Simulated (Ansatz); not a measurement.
Isolated molecules relaxed with PBE0-D4/def2-TZVP in Ansatz; ΔE leaves out vibrations. CCSD(T)/CBS is the MP2 limit (def2-TZVPP, def2-QZVPP) plus CCSD(T) − MP2 in def2-TZVPP, frozen cores. DFT in def2-TZVPP. For Ge outer-core shells are correlated without core-valence functions, which leaves a few kJ/mol of doubt a bond. Scalar relativity is left out up to krypton. Each species was taken in one conformer, which may not be the lowest.

Reaction (cleavage of the Si–Si bond): `O[SiH2][SiH](O)F` + `[OH][GeH3]` → `O[SiH](F)[O][GeH3]` + `O[SiH3]`

`O[SiH2][SiH](O)F`:

```xyz
10

O     0.943    1.185    0.924
Si   -0.193   -0.011    1.138
Si   -0.436   -0.731   -1.088
O     0.159    0.481   -2.009
F     0.411   -2.075   -1.294
H     1.272    1.651    1.693
H    -1.454    0.542    1.712
H     0.297   -1.061    2.075
H    -1.802   -1.031   -1.573
H     0.803    1.050   -1.578
```

`[OH][GeH3]`:

Z-matrix (Å, degrees):
```
Ge
O 1 1.783
H 1 1.531 2 104.3
H 1 1.541 2 109.9 3 119.6
H 1 1.541 2 109.9 3 -119.6
H 2 0.959 1 112.7 3 180.0
```

`O[SiH](F)[O][GeH3]`:

Z-matrix (Å, degrees):
```
Si
F 1 1.596
O 1 1.604 2 111.1
O 1 1.633 2 108.1 3 118.5
H 1 1.472 2 106.4 3 -119.7
Ge 3 1.786 1 134.6 2 87.5
H 4 0.958 1 118.8 2 42.5
H 6 1.534 3 107.6 1 81.0
H 6 1.535 3 108.6 1 -40.1
H 6 1.532 3 104.9 1 -159.8
```

`O[SiH3]`:

Cartesian coordinates in Å:
```
O 0.090 -1.232 -0.343
Si 0.092 0.384 -0.019
H -0.501 -1.789 0.165
H -1.246 0.994 -0.254
H 1.086 0.981 -0.940
H 0.479 0.661 1.392
```

```csv
level,ΔE (kJ/mol),difference from CCSD(T)/CBS
BHLYP-D4,-170.7,-9.9
CAM-B3LYP-D4,-162.9,-2.1
ωB97X-V,-154.5,6.3
revPBE,-127.0,33.8
CCSD/def2-SVP,-162.9,-2.1
MP2/def2-TZVPP,-169.4,-8.6
CCSD(T)/def2-TZVPP,-163.4,-2.6
SCS-MP2/def2-QZVPP,-171.1,-10.3
HF/CBS(def2),-191.6,-30.8
CCSD/CBS(def2),-164.6,-3.8
CCSD(T)/CBS,-160.8,0
```

Largest T1 diagnostic among the species: 0.012.

In def2-TZVPP, CCSD(T) changes the Hartree–Fock value by +25.5 kJ/mol (the triples alone add +3.8 kJ/mol) and MP2 by +19.4 kJ/mol. From PBE to PBE0 (25 % exact exchange), in def2-TZVPP and without D4, ΔE moves by −13.0 kJ/mol. Leaving LDA and LC-ωPBE aside and taking each functional with its dispersion term where it has one, the values, not all of them listed here, spread over 41.9 kJ/mol, from BHLYP-D4 to PBE-D4. LDA lies −6.0 kJ/mol from PBE without D4.

CCSD(T)/CBS has its own doubt, a few kJ/mol and more with outer-core shells, so smaller differences from it don't rank the levels.
